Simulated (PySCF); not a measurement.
**Ionisation energy of In²⁷⁺ by level of theory**

In²⁷⁺ [Ar] 3d4 (5D) → In²⁸⁺ [Ar] 3d3 (4F), as a difference of total energies. Calculation: PySCF 2.14, in an even-tempered Gaussian basis (18 s from 3.6 bohr⁻², ratio 2.5; 12 p from 4.7 bohr⁻², ratio 2.5; 8 d from 4.7 bohr⁻², ratio 2.5; 4 f from 18 bohr⁻², ratio 2.7; 3 g from 27 bohr⁻², ratio 2.7); the spin-free X2C one-electron Hamiltonian (Gaussian nucleus). Correlated levels: outer shells: [Ne] frozen; virtual orbitals above 40 to 60 times the deepest correlated orbital energy dropped. The calculations carry no spin-orbit coupling.

```
                method  ionisation energy (eV)
                   UHF                  1495.4
                   LDA                  1495.8
                   PBE                  1494.9
                  PBE0                  1495.5
                r2SCAN                  1494.9
               r2SCAN0                  1495.5
                  TPSS                  1494.1
    MP2 (outer shells)                  1496.0
SCS-MP2 (outer shells)                  1495.6
```

A first-order spin-orbit estimate (lowest level to lowest level, LS coupling) adds -2.102 eV.

Breit and QED terms and the two-electron picture change are absent.

For comparison: 1496 ± 4 eV (theoretical estimate listed by NIST; NIST Atomic Spectra Database, ionization energies).
